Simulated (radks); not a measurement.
Question: All-electron atom: the vanadium ion V2+ in [Ar] 3d3. All-electron calculation, scalar-relativistic Kohn-Sham, PBE, spin-unpolarised, spherical densities, point nucleus. Program: a radial shooting solver on a logarithmic mesh with Libxc functionals. Some entries of the table are withheld. Estimate them.

orbital,occ.,eigenvalue (eV),<1/r> (bohr^-1)
1s,2,-5381.508,22.84
2s,2,(1),4.799
2p,6,-519.6274,4.701
3s,2,-86.7768,(2)
3p,6,(3),(4)
3d,3,-21.3167,(5)

Answer: 
(1) 2s eigenvalue (eV): -619.0754
(2) 3s <1/r> (bohr^-1): 1.484
(3) 3p eigenvalue (eV): -60.5835
(4) 3p <1/r> (bohr^-1): 1.351
(5) 3d <1/r> (bohr^-1): 1.005
